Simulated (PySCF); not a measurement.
Screening by computed properties: pick the candidate that meets the target.

All species are isolated and taken at one optimised geometry, non-relativistic unless stated; the electronic structure was computed with PySCF and density fitting.

Dipoles, sizes and rotational constants follow the conformer. The torsions of the flexible species, by atom-mapped SMILES:
- `[CH2:1]=[CH:2][C@@H:3]1[CH2:4][P@@:5]1(=[O:6])[PH2:7]`: C1–C2–C3–C4 -147°, H–P7–P5–C4 165°, H–P7–P5–C4 -103°
- `[H]/[N:1]=[CH:2]/[CH:3]=[CH:4]/[NH:5][CH:6]=[O:7]`: N1–C2–C3–C4 180°, C3–C4–N5–C6 180°, C4–N5–C6–O7 0°
- `[CH2:1]=[N:2][CH2:3][O:4][CH2:5][C:6]#[N:7]`: C1–N2–C3–O4 12°, N2–C3–O4–C5 87°, C3–O4–C5–C6 -68°
- `[CH2:1]=[CH:2][P:3]1[CH:4]=[C:5]1[C:6]([F:7])([F:8])[F:9]`: C1–C2–P3–C4 -159°, C4–C5–C6–F7 -114°
- `[H]/[N:4]=[C:3](\[C:2]#[N:1])[c:5]1[cH:6][n:7][cH:8][s:9]1`: C2–C3–C5–C6 0°

(1) Wanted: static isotropic polarisability between 90 au and 100 au (PBE0/def2-SVPD) and electronic spatial extent ⟨r²⟩ about the centre of nuclear charge above 1200 bohr² (PBE0/def2-SVPD), at GFN2-xTB geometries. Which candidate meets both?
A. `C=C=CCl`
B. `C=C[C@@H]1C[P@@]1(=O)P`
C. `C=NCOCC#N`
D. `[H]/N=C/C=C/NC=O`
E. `[H]/N=C(\C#N)C1=CN=CS1`
F. `[H]/N=C\C#Cc1ncsn1`
G. `C=CP1C=C1C(F)(F)F`

(2) Wanted: lowest singlet excitation between 4.3 eV and 4.56 eV (TDDFT PBE0/def2-SVPD) and HOMO–LUMO gap below 6 eV (PBE0/def2-SVPD), at GFN2-xTB geometries. Which candidate meets both?
A. `C=CP1C=C1C(F)(F)F`
B. `P[P@]1([C@H](C=C)C1)=O`
C. `[H]/N=C\C#Cc1ncsn1`
D. `Cc1coc(=O)o1`
E. `C=C=CCl`
F. `C=NCOCC#N`
G. `[H]/N=C/C=C/NC=O`

(3) Wanted: HOMO energy between -7.8 eV and -6.9 eV (PBE0/def2-SVPD) and lowest triplet excitation (Tamm–Dancoff) below 4.1 eV (TDA PBE0/def2-SVPD), at GFN2-xTB geometries. Which candidate meets both?
A. `[H]/N=C/C=C/NC=O`
B. `C=NCOCC#N`
C. `[H]/N=C(\C#N)c1cncs1`
D. `C=C[C@@H]1C[P@@]1(=O)P`

(4) Wanted: smallest rotational constant between 0.76 GHz and 1.3 GHz (GFN2-xTB) and dipole moment below 3.1 D (PBE0/def2-SVPD), at GFN2-xTB geometries. Which candidate meets both?
A. `C=C[C@@H]1C[P@@]1(=O)P`
B. `[H]/N=C\C#Cc1ncsn1`
C. `C=CP1C=C1C(F)(F)F`
D. `C=NCOCC#N`
E. `[H]/N=C(\C#N)C1=CN=CS1`

## Answers

(1) E. Computed values:
```
               species  static isotropic polarisability  electronic spatial extent ⟨r²⟩ about the centre of nuclear charge
               C=C=CCl                          53.8 au                                                          438 bohr²
             C=NCOCC#N                          61.5 au                                                          715 bohr²
      [H]/N=C/C=C/NC=O                          79.9 au                                                         1143 bohr²
     C=CP1C=C1C(F)(F)F                          85.9 au                                                         1536 bohr²
[H]/N=C(\C#N)C1=CN=CS1                          93.8 au                                                         1316 bohr²
C=C[C@@H]1C[P@@]1(=O)P                         104.6 au                                                         1276 bohr²
    [H]/N=C\C#Cc1ncsn1                         106.8 au                                                         1913 bohr²
```

(2) G. Computed values:
```
               species  lowest singlet excitation  HOMO–LUMO gap
    [H]/N=C\C#Cc1ncsn1                    4.09 eV        5.16 eV
      [H]/N=C/C=C/NC=O                    4.50 eV        5.46 eV
     C=CP1C=C1C(F)(F)F                    4.62 eV        5.90 eV
               C=C=CCl                    4.84 eV        6.57 eV
             C=NCOCC#N                    5.01 eV        6.96 eV
P[P@]1([C@H](C=C)C1)=O                    5.12 eV        6.15 eV
          Cc1coc(=O)o1                    6.31 eV        7.22 eV
```

(3) A. Computed values:
```
               species  HOMO energy  lowest triplet excitation (Tamm–Dancoff)
  [H]/N=C(\C#N)c1cncs1     -7.94 eV                                   2.86 eV
             C=NCOCC#N     -7.57 eV                                   4.21 eV
      [H]/N=C/C=C/NC=O     -7.00 eV                                   3.12 eV
C=C[C@@H]1C[P@@]1(=O)P     -6.87 eV                                   3.97 eV
```

(4) E. Computed values:
```
               species  smallest rotational constant  dipole moment
    [H]/N=C\C#Cc1ncsn1                     0.532 GHz         3.78 D
     C=CP1C=C1C(F)(F)F                     0.730 GHz         2.69 D
[H]/N=C(\C#N)C1=CN=CS1                     0.796 GHz         2.45 D
C=C[C@@H]1C[P@@]1(=O)P                     0.974 GHz         3.27 D
             C=NCOCC#N                     1.708 GHz         2.96 D
```
